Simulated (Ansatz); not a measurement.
Computed with Ansatz on PBE0-D4/def2-TZVP structures; ΔE is electronic, products minus reactants. CCSD(T)/CBS adds triple-zeta CCSD(T) − MP2 to the extrapolated MP2 energy (def2 sets, frozen cores). This one scheme is used for every species, atoms too. For atomizations the MP2-based limit and the directly extrapolated one differ by several kJ/mol either way, and by 10 to 25 for some Ge, Se and Sn compounds, so smaller differences from it don't rank the levels. Functionals use def2-TZVPP. HSE06 is defined as in plane-wave codes. No spin–orbit coupling; open shells (•) take unrestricted orbitals. Spin–orbit coupling would lower the free atoms: a little for C, Si.

Reaction (atomization): `CC1[SiH2]C[SiH2]1` → 3 C• + 10 H• + 2 Si•

`CC1[SiH2]C[SiH2]1`:

Cartesian coordinates in Å:
```
C -0.360 2.020 -0.379
C 0.195 0.746 0.236
Si -0.927 -0.636 0.894
C 0.297 -1.953 0.309
Si 1.025 -0.607 -0.803
H -0.896 2.628 0.355
H 0.431 2.647 -0.801
H -1.060 1.794 -1.187
H 0.898 0.980 1.048
H -1.251 -0.611 2.349
H -2.203 -0.699 0.127
H -0.094 -2.857 -0.156
H 0.993 -2.236 1.103
H 0.443 -0.660 -2.174
H 2.510 -0.556 -0.922
```

CCSD(T)/CBS gives +56.42 eV.

Task: Another level gave +56.27 eV. Which?
A. HSE06-D4/def2-TZVPP
B. ωB97M-V/def2-TZVPP
C. revPBE-D4/def2-TZVPP
D. PBE-QIDH/def2-TZVPP

Result: D. PBE-QIDH 56.27, ωB97M-V 56.59, HSE06-D4 56.54, revPBE-D4 55.86 eV.

Largest T1 diagnostic among the species: 0.012.

In def2-TZVPP, CCSD(T) changes the Hartree–Fock value by +12.25 eV (the triples alone add +0.63 eV) and MP2 by +12.55 eV; breaking electron pairs costs correlation energy, which Hartree–Fock lacks. From r2SCAN to r2SCAN0 (25 % exact exchange), in def2-TZVPP and without D4, ΔE moves by −0.37 eV: exact exchange takes away binding that semilocal exchange gives to molecules. The D4 term adds +0.61 eV with B3LYP and +0.32 eV with PBE0; it sums over pairs of atoms, weighted by their polarisabilities, and B3LYP, whose exchange is more repulsive, gets the larger term.

B3LYP here is the variant with VWN-RPA as its local correlation; programs differ in this.
